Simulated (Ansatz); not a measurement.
Computed with Ansatz on PBE0-D4/def2-TZVP structures; ΔE is electronic, products minus reactants. CBS: MP2 limit from def2 TZ/QZ plus the TZ coupled-cluster correction, frozen cores. DFT in def2-TZVPP. B3LYP here is the variant with VWN-RPA as its local correlation; programs differ in this. For Ge outer-core shells are correlated without core-valence functions, which leaves a few kJ/mol of doubt a bond. Scalar relativity is left out up to krypton. Each species was taken in one conformer, which may not be the lowest.

Consider the redistribution: `[Cl][AlH][GeH3]` + `C[SiH](C)[SiH2]Cl` → `C[SiH](C)[AlH][Cl]` + `Cl[SiH2][GeH3]`.

| level | ΔE (kJ/mol) | difference from CCSD(T)/CBS |
| --- | --- | --- |
| PBE-D4 | 17.1 | -0.9 |
| ωB97X-V | 17.5 | -0.5 |
| ωB97M-V | 19.3 | 1.3 |
| B2PLYP | 17.2 | -0.8 |
| PBE | 15.5 | -2.5 |
| PBE0 | 16.1 | -1.9 |
| B3LYP | 16.4 | -1.6 |
| MP2/def2-TZVPP | 18.0 | 0.0 |
| CCSD/def2-TZVPP | 17.2 | -0.8 |
| MP2/def2-QZVPP | 18.4 | 0.4 |
| CCSD(T)/CBS | 18.0 | 0 |

Largest T1 diagnostic among the species: 0.011.
